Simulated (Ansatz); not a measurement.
Z-matrix (Å, degrees):
```
B
H 1 1.1856
H 1 1.1871 2 122.70
S 1 1.7711 2 121.54 3 -180.00
H 4 1.3453 1 99.48 2 0.02
```
Charge 0, spin multiplicity 1.

Level of theory: frozen-core CCSD(T)/cc-pVQZ // B3LYP-D3(BJ)/def2-TZVP in Ansatz (an electronic-structure program).

The HF energy comes out as -424.00705 Ha and the MP2 correlation energy is -0.30766 Ha.

Problem. Estimate the CCSD correlation energy, the (T) correction, the total energy and the T1 diagnostic.

Solution. 
```json
{
 "CCSD correlation energy": "-0.33733 Ha",
 "(T) correction": "-0.01479 Ha",
 "CCSD(T) total energy": "-424.35917 Ha",
 "T1 diagnostic": "0.015"
}
```
